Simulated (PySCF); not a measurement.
GeH2O3 (calculated)

All values are calculated (PySCF 2.14.0). Calculation on a computer-drawn molecule: the log of a Hartree-Fock and frozen-core CCSD(T) single point meant for a local Hartree-Fock minimum, with one planted fault or none, to be diagnosed. Offsets are logged minus clean, where the clean run is the same molecule without the fault. The reference is restricted for singlets and unrestricted otherwise, and also for a bond in bohr or an excited solution. Adding or removing an electron swaps singlet and doublet. The excited solution moves the top pair (singlet) or top alpha electron (doublet) to the lowest empty orbital. Highest occupied and lowest empty are orbital energies over both spins, largest force is the largest gradient component, triples share is (T) over the correlation energy, the T1 limit is 0.02 restricted and 0.045 unrestricted, electrons count all cores, a negative frequency is imaginary (commonest isotopes), and the dipole is about the centre of nuclear charge; on germanium a core potential holds 10 electrons, which the energies leave out, and 3d is frozen in MP2 and coupled-cluster steps.

```xyz
6
formula=GeH2O3 meant_charge=0 meant_multiplicity=1 meant_basis=cc-pVDZ meant_basis_and_core_potential_on_germanium=cc-pVDZ-PP_ECP10MDF logged_electrons=58 logged_basis_functions=75 logged_SCF_converged=yes logged_spin_squared=0.8017 logged_highest_occupied=-12.348 logged_lowest_empty=1.1776 logged_largest_force=0.03192 logged_T1_diagnostic=0.061591 logged_D1_diagnostic=0.33822 logged_triples_share=0.036018 logged_CC_converged=yes logged_dipole_magnitude=3.1071 logged_SCF_stable_within_its_kind=yes logged_energy_HF=-519.00352 logged_energy_CCSD(T)=-519.67849 possible_faults=no_fault,one_electron_removed,one_electron_added,multiplicity_raised_by_two,geometry_at_a_saddle_point,SCF_held_on_an_excited_solution,minimal_basis_STO-3G,one_bond_length_entered_in_bohr,all_coordinates_scaled planted_fault=one_bond_length_entered_in_bohr,row_5_of_the_drawn_bonds HF_energy_offset_from_clean_run=86.43 CCSD(T)_energy_offset_from_clean_run=91.27
O      0.7003     0.6957    -2.0006
Ge    -0.2309    -0.2991    -1.1399
O      0.2657    -1.7095    -0.2507
O     -1.9373    -0.2318    -0.8758
H      1.1955    -1.8945    -0.2914
H     -2.5771    -1.5506     0.1579
```

Units: logged_highest_occupied, logged_lowest_empty in eV; logged_largest_force in hartree/bohr; logged_dipole_magnitude in debye; logged_energy_HF, logged_energy_CCSD(T) in hartree; HF_energy_offset_from_clean_run, CCSD(T)_energy_offset_from_clean_run in kcal/mol.

Drawn bonds:
| atom | other atom | order |
| --- | --- | --- |
| 1 | 2 | 2 |
| 2 | 3 | 1 |
| 2 | 4 | 1 |
| 3 | 5 | 1 |
| 4 | 6 | 1 |

Notes: T1 above single-reference limit.
